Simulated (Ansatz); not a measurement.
System: CHBrF, charge 0, multiplicity 2. It need not be the lowest isomer of its formula. 
Structure (B3LYP-D3(BJ)/def2-TZVP (Ansatz, a first-principles code) minimum search):
```
C
F 1 1.3316
H 1 1.0844 2 114.11
Br 1 1.8803 3 116.39 2 137.97
```
Charge 0, spin multiplicity 2.

Basis-set convergence of Hartree-Fock and CCSD correlation energies (hartree) with Ansatz. Valence correlation only, unless marked. Open shells are spin-unrestricted. No spin-orbit coupling. Frozen are the shells of the preceding noble gas and the d and f shells that filled before the atom's block. No relativistic terms.

```json
[
 {"basis": "cc-pVDZ", "functions": "60", "E(HF)": "-2710.21620", "E(corr, CCSD)": "-0.43840"},
 {"basis": "cc-pVTZ", "functions": "117", "E(HF)": "?", "E(corr, CCSD)": "?"}
]
```

**Question.** Complete the blanks.

**Answer.** 
- cc-pVTZ, E(HF): -2710.34205
- cc-pVTZ, E(corr, CCSD): -0.57333
